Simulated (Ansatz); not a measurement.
C2H6AuClS, charge +1, doublet, at a GFN2-xTB geometry (such geometries of metal compounds can be far from the true shape) (the multiplicity is a formal guess) (core potentials on Au); HF/def2-TZVPP (Ansatz, a first-principles code).

Input for Ansatz:
Ansatz 0.2 input:
```yaml
crystal:
  periodic: [false, false, false]
  atoms:
    - {symbol: Au, position_ang: [0.23980938, -0.44350797, -0.06556171]}
    - {symbol: Cl, position_ang: [2.43196466, -0.81483368, 0.44193089]}
    - {symbol: C, position_ang: [-1.37899306, 2.30414288, -1.20320327]}
    - {symbol: S, position_ang: [-1.80732456, 0.81928023, -0.26419011]}
    - {symbol: C, position_ang: [-2.10607865, 1.53041251, 1.37137327]}
    - {symbol: H, position_ang: [-0.56592812, 2.84198638, -0.72392865]}
    - {symbol: H, position_ang: [-2.26303264, 2.93677054, -1.25747208]}
    - {symbol: H, position_ang: [-1.09393932, 1.99932227, -2.20596421]}
    - {symbol: H, position_ang: [-1.25052427, 2.11347128, 1.70019473]}
    - {symbol: H, position_ang: [-2.29971917, 0.71618792, 2.06364664]}
    - {symbol: H, position_ang: [-2.98757391, 2.16574771, 1.30809516]}
basis:
  gaussian:
    orbitals: def2-TZVPP
hamiltonian:
  xc: hf
total_charge: 1
magnetization: {spin_polarized: true, initial_magnetization: 1}
```

**Question.** What does Ansatz print? Leave out banner, timings and long lists.

**Answer.** 
```
Functional definition: HF
2070 factors; their error is unknown
mean field evaluation 1: about -29132.7974 eV, gradient 3.3e1 eV
mean field evaluation 2: about -29135.8200 eV, gradient 2.8e1 eV
mean field evaluation 4: about -29138.7754 eV, gradient 2.4e0 eV
mean field evaluation 8: about -29139.0275 eV, gradient 1.2e0 eV
mean field evaluation 16: about -29139.5922 eV, gradient 2.2e-2 eV
mean field evaluation 32: about -29139.4076 eV, gradient 5.2e-2 eV
mean field evaluation 64: about -29139.6702 eV, gradient 1.0e0 eV
mean field evaluation 96: about -29139.2139 eV, gradient 6.8e-1 eV
mean field evaluation 128: about -29139.5600 eV, gradient 2.3e0 eV
mean field evaluation 160: about -29139.9399 eV, gradient 1.5e0 eV
mean field evaluation 192: about -29139.8937 eV, gradient 8.7e-1 eV
mean field evaluation 224: about -29128.6965 eV, gradient 9.2e0 eV
mean field -29139.96084261 eV, -1070.8738091909 hartree, gradient 5.0e-6 eV, S^2 0.763711; 5 other end points of the search recorded, 0 dependent functions left out
reference -29139.96084261 eV, -1070.8738091909 hartree; 35, 34 occupied and 251, 252 virtual orbitals, 2070 factors
Total energy: -29139.96084261 eV, -1070.8738091909 hartree
```
